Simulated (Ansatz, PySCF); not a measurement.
Constitutional and geometric isomers with formula H2B3N. All species are isolated molecules in the gas phase. One relaxed conformer stands for each flexible species; it need not be the lowest. Strings in code marks are SMILES.

Quantity: electronic energy of isomers of H2B3N relative to `B=BN=B` (B–B–N–B torsion 19°), in kJ/mol. The restricted reference of `NB1B=B1`, `B=BB=N` and `B=BN=B` is unstable towards unrestricted orbitals.

Level 1: ωB97X-D3(BJ)/def2-TZVP // B3LYP-D3(BJ)/def2-TZVP (PySCF)
Level 2: B3LYP/6-31G* // B3LYP-D3(BJ)/def2-TZVP (PySCF)
Level 3: PBE/6-31G* // B3LYP-D3(BJ)/def2-TZVP (PySCF)
Level 4: HF/cc-pVTZ // B3LYP-D3(BJ)/def2-TZVP (Ansatz, a program for electronic structure)

```json
[
 {"species": "`B=BB=N` (B–B–B–N torsion 42°)", "level 1": "95.3", "level 2": "120.9", "level 3": "114.4", "level 4": "108.8"},
 {"species": "`NB1B=B1` (H–N–B–B torsion 90°)", "level 1": "208.2", "level 2": "219.3", "level 3": "153.9", "level 4": "301.2"}
]
```
